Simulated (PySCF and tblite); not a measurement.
Results of a calculation; reference values are marked as such.
C₆H₅Cl, numbered as in [Cl:1][C@:2]12[C@H:3]3[C@@H:4]4[C@H:5]3[C@H:6]1[C@H:7]24.

Geometries GFN2-xTB; weights from PBE0-D3(BJ)/def2-SVP (IEF-PCM, dichloromethane) energies and GFN2-xTB thermal corrections, with symmetry numbers and mirror pairs. Conformers within 2.5 kcal/mol (GFN2-xTB free energy) were kept, 5 at most. GIAO shieldings: WP04/pcSseg-1 (IEF-PCM, dichloromethane). Shifts are against TMS (¹H), TMS (¹³C) at the same level. Run with PySCF (density fitting) and tblite.

What shifts does this protocol give at 298.15 K under fast conformational exchange?

¹H: 3.05 (H3, 1H), 2.74 (H6/H7, 2H), 2.45 (H4/H5, 2H) ppm. ¹³C: 66.0 (C2), 44.7 (C3), 42.8 (C6/C7), 32.5 (C4/C5) ppm.

GFN2-xTB leaves a saturated small ring flat here that puckers in reality. Shifts are unscaled: against experiment ¹³C can be off by 15 ppm or more and ¹H by 0.8 ppm.
